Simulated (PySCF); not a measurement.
PySCF input (B3PW91/6-31G* (5d)):

```python
from pyscf import gto, dft

mol = gto.M(
    atom='''
    Si   -1.11042000   -0.08949500    0.26156600
    P     1.07640000    0.11080300   -0.26180800
    H    -1.90868900    0.17960300   -0.96650200
    H    -1.44256800    0.94929500    1.27566200
    H     1.17425800   -1.10142400   -0.99033400
    H     1.57687800   -0.43659000    0.94637300
    ''',
    basis='6-31g*',
    charge=0,
    spin=1,
    verbose=4,
)

mf = dft.UKS(mol, xc='b3pw91')
mf.grids.level = 3
mf.conv_tol = 1e-9
mf.max_cycle = 100
mf.max_memory = 1500
mf.kernel()
if not mf.converged:
    mf = mf.newton()
    mf.kernel(mf.make_rdm1())
mo, _, stable, _ = mf.stability(return_status=True)
if not stable:
    mf.kernel(mf.make_rdm1(mo, mf.mo_occ))
    stable = mf.stability(return_status=True)[2]
mf.dip_moment()
```

From the output:

```
  alpha nocc = 17  HOMO = -0.174133874542656  LUMO = -0.014938570613509
  beta  nocc = 16  HOMO = -0.30414186704496  LUMO = -0.174133874542657

WARN: HOMO -0.174133874542656 >= LUMO -0.174133874542657

cycle= 1 E= -633.090814762483  delta_E= -0.134  |g|= 0.0811  |ddm|=  1.5
  alpha nocc = 17  HOMO = -0.209239615230933  LUMO = 0.0268316630563306
  beta  nocc = 16  HOMO = -0.265808874822202  LUMO = -0.111270494984912
  HOMO = -0.209239615231  LUMO = -0.111270494985  gap/eV = 2.66588
cycle= 2 E= -633.092957498112  delta_E= -0.00214  |g|= 0.0715  |ddm|= 0.278
  alpha nocc = 17  HOMO = -0.209739063539429  LUMO = 0.019171806747557
  beta  nocc = 16  HOMO = -0.281147005040783  LUMO = -0.10549642836027
  HOMO = -0.209739063539  LUMO = -0.10549642836  gap/eV = 2.83659
cycle= 3 E= -633.097211666034  delta_E= -0.00425  |g|= 0.0153  |ddm|= 0.132
  alpha nocc = 17  HOMO = -0.21325032316745  LUMO = 0.0217618514333371
  beta  nocc = 16  HOMO = -0.279068249391417  LUMO = -0.105214058393797
  HOMO = -0.213250323167  LUMO = -0.105214058394  gap/eV = 2.93982
cycle= 4 E= -633.097443171042  delta_E= -0.000232  |g|= 0.00427  |ddm|= 0.0374
  alpha nocc = 17  HOMO = -0.21295864491734  LUMO = 0.0216646879383509
  beta  nocc = 16  HOMO = -0.279116639921837  LUMO = -0.103643337846784
  HOMO = -0.212958644917  LUMO = -0.103643337847  gap/eV = 2.97462
cycle= 5 E= -633.097465839505  delta_E= -2.27e-05  |g|= 0.00129  |ddm|= 0.0115
  alpha nocc = 17  HOMO = -0.213209271877744  LUMO = 0.0216141247875454
  beta  nocc = 16  HOMO = -0.279257508024139  LUMO = -0.10346607594578
  HOMO = -0.213209271878  LUMO = -0.103466075946  gap/eV = 2.98626
cycle= 6 E= -633.097468106066  delta_E= -2.27e-06  |g|= 0.000388  |ddm|= 0.00342
  alpha nocc = 17  HOMO = -0.213153710669424  LUMO = 0.0217380565010481
  beta  nocc = 16  HOMO = -0.279141422186675  LUMO = -0.103350371791826
  HOMO = -0.213153710669  LUMO = -0.103350371792  gap/eV = 2.98790
cycle= 7 E= -633.097468342013  delta_E= -2.36e-07  |g|= 0.000142  |ddm|= 0.00122
  alpha nocc = 17  HOMO = -0.213190379324245  LUMO = 0.0217301768536837
  beta  nocc = 16  HOMO = -0.279176210195216  LUMO = -0.103374756456241
  HOMO = -0.213190379324  LUMO = -0.103374756456  gap/eV = 2.98824
cycle= 8 E= -633.097468373781  delta_E= -3.18e-08  |g|= 3.44e-05  |ddm|= 0.000437
  alpha nocc = 17  HOMO = -0.213185511798281  LUMO = 0.0217320037403392
  beta  nocc = 16  HOMO = -0.279178779150034  LUMO = -0.103372208056141
  HOMO = -0.213185511798  LUMO = -0.103372208056  gap/eV = 2.98817
cycle= 9 E= -633.097468376569  delta_E= -2.79e-09  |g|= 7.92e-06  |ddm|= 0.000147
  alpha nocc = 17  HOMO = -0.213184846995583  LUMO = 0.0217331688401878
  beta  nocc = 16  HOMO = -0.279177164337124  LUMO = -0.103372115059013
  HOMO = -0.213184846996  LUMO = -0.103372115059  gap/eV = 2.98816
cycle= 10 E= -633.097468376733  delta_E= -1.64e-10  |g|= 1.86e-06  |ddm|= 3.85e-05
  alpha nocc = 17  HOMO = -0.213185362152875  LUMO = 0.0217332830434152
  beta  nocc = 16  HOMO = -0.279177411274389  LUMO = -0.103372486777532
  HOMO = -0.213185362153  LUMO = -0.103372486778  gap/eV = 2.98816
Extra cycle  E= -633.097468376741  delta_E= -7.73e-12  |g|= 7.74e-07  |ddm|= 6.55e-06
converged SCF energy = -633.097468376741  <S^2> = 0.75270564  2S+1 = 2.0027038
uhf_internal: lowest eigs of H = [0.25148174 0.33626309 0.34261937]
<class 'pyscf.dft.uks.UKS'> wavefunction is stable in the internal stability analysis
Dipole moment(X, Y, Z, Debye):  0.03050, -0.81504,  0.27345
```

The geometry given is a B3LYP-D3(BJ)/def2-TZVP minimum.
